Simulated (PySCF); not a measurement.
Species: C₄H₅ClSi.
SMILES: `C1(Cl)=C[SiH2]C=C1`

Level of theory: PySCF, TDDFT PBE0/def2-SVPD, vertical, gas phase, core orbitals frozen in the response. Isolated species at its PBE0-D3(BJ)/def2-SVP geometry, gas phase.

Q: List the vertical singlet excitations with oscillator strengths and describe the spectrum.

A: 

| state | E (eV) | E (kJ/mol) | λ (nm) | f | symmetry | main configurations (H = HOMO, L = LUMO) |
| --- | --- | --- | --- | --- | --- | --- |
| S1 | 4.35 | 420 | 285.0 | 0.040 | A′ | H→L (98%) |
| S2 | 5.60 | 541 | 221.3 | 0.0008 | – | H-2→L (91%) |
| S3 | 5.88 | 567 | 210.8 | 0.128 | A′ | H-1→L (87%), H→L+3 (11%) |
| S4 | 6.00 | 579 | 206.7 | 0.0052 | A″ | H-3→L (88%) |
| S5 | 6.09 | 588 | 203.6 | 0.0028 | A″ | H→L+1 (94%) |
| S6 | 6.41 | 619 | 193.4 | 0.0008 | – | H-4→L (63%), H→L+2 (31%) |
| S7 | 6.45 | 622 | 192.3 | 0.0004 | – | H→L+2 (64%), H-4→L (31%) |
| S8 | 6.75 | 652 | 183.6 | 0.0054 | A″ | H→L+4 (94%) |
| S9 | 7.07 | 682 | 175.4 | 0.157 | A′ | H→L+3 (58%), H-5→L (26%) |
| S10 | 7.21 | 696 | 171.9 | 0.133 | A′ | H-5→L (71%), H→L+3 (19%) |

Triplets, Tamm–Dancoff:

```tsv
state	E (eV)	λ (nm)	main configurations (H = HOMO, L = LUMO)
T1	2.66	466.2	H→L (95%)
T2	4.40	281.7	H-1→L (70%), H→L+3 (19%)
T3	5.27	235.2	H-2→L (57%), H-3→L (35%)
T4	5.54	223.8	H-3→L (62%), H-2→L (30%)
```

The lowest singlet comes at 285 nm (420 kJ/mol) in the ultraviolet; it is of moderate strength; its leading configuration is HOMO→LUMO (98%). The strongest level in the table is S9 at 7.07 eV (175 nm, f = 0.157). Löwdin shares by element: HOMO carbon 79% (atoms not listed hold the other 21%); LUMO carbon 72% (atoms not listed hold the other 28%). Weighted by f, the mean energy of these states is 6.53 eV. The oscillator strengths of these states sum to 0.474; summed over the whole spectrum of an exact calculation they would give the number of electrons, 60 (Thomas–Reiche–Kuhn). The listed states span 2.86 eV, and the widest gap between neighbours is 1.25 eV (S1 to S2). The vertical ionisation energy (ΔSCF) is 8.88 eV, 1.67 eV above S10. Symmetry labels in Cs follow from the direction of the transition dipole and are given only for states with f of 0.002 or more. The window holds the lowest 10 singlets.
